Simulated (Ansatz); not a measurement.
Molecule: sum formula Si2H3F2, net charge 0, doublet state. It need not be the lowest isomer of its formula. 
Coordinates optimised at B3LYP-D3(BJ)/def2-TZVP (Ansatz, an electronic-structure program):
SMILES: F[SiH]([SiH2])F
```xyz
7

F     -1.2098    -1.0208     0.8096
Si    -0.5018    -0.1722    -0.3449
F     -1.1839     1.2729    -0.3733
Si     1.7470     0.0865     0.2060
H     -0.8336    -0.8289    -1.6256
H      2.4836     0.9633    -0.7370
H      2.4591    -1.2032     0.3803
```
Charge 0, spin multiplicity 2.

Basis-set convergence of Hartree-Fock and CCSD(T) correlation energies (hartree) with Ansatz. Cores are frozen in the correlated levels unless marked. UHF or UKS for open shells. No spin-orbit coupling. No relativistic terms.

| basis | functions | E(HF) | E(corr, CCSD(T)) |
|---|---|---|---|
| cc-pV(D+d)Z | 89 | -778.58674 | -0.59535 |
| cc-pV(T+d)Z | 180 | -778.69666 | -0.77471 |
| cc-pV(Q+d)Z | 328 | -778.72360 | -0.83819 |

Extrapolating the two largest sets (X = 3 and 4) as X^-3: E(corr) = (64·(-0.83819) - 27·(-0.77471))/37 = -0.8845 Eh, an estimate of the basis-set limit. The largest set recovers 94.8 % of it, the smallest 67.3 %.
